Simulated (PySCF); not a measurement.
HSnN + Cl₂ → ClSnN + HCl

Level: PBE0 in the def2-TZVP basis family, computed in PySCF with density fitting; scalar-relativistic core potentials for atoms from Rb on, none lighter, no spin–orbit coupling; open shells unrestricted.

```tsv
species	state and structure	E (Eh)	ZPE (kJ/mol)	H(298 K) − H(0) (kJ/mol)	S° (J/(mol K))
HSnN	singlet, C∞v, Sn–H 1.682 Å, Sn–N 1.809 Å; H–Sn–N 180.0°	-269.46512	20.9	10.9	242.1
Cl₂	singlet, D∞h, Cl–Cl 1.982 Å	-920.08940	3.5	9.1	222.5
ClSnN	singlet, C∞v, Sn–Cl 2.300 Å, Sn–N 1.821 Å; Cl–Sn–N 180.0°	-728.98127	8.4	13.8	284.5
HCl	singlet, C∞v, H–Cl 1.279 Å	-460.66440	17.9	8.7	186.6
```

(1) What is the electronic reaction energy?

(2) Add zero-point, thermal and entropy terms for 298.15 K and 1 bar.

Results:

(1) At PBE0/def2-TZVP, ΔE = -239.3 kJ/mol from the differences of the total energies times 2625.5, downhill. 

(2) ΔZPE = 1.9 and Δ[H(298) − H(0)] = 2.5 kJ/mol give ΔH° = -234.9 kJ/mol. ΔS° = 6.5 J/(mol K), so ΔG° = -234.9 − 298.15 × (0.0065) = -237 kJ/mol.

Each species is the lowest minimum found with this bonding; other isomers or fragments can lie lower.
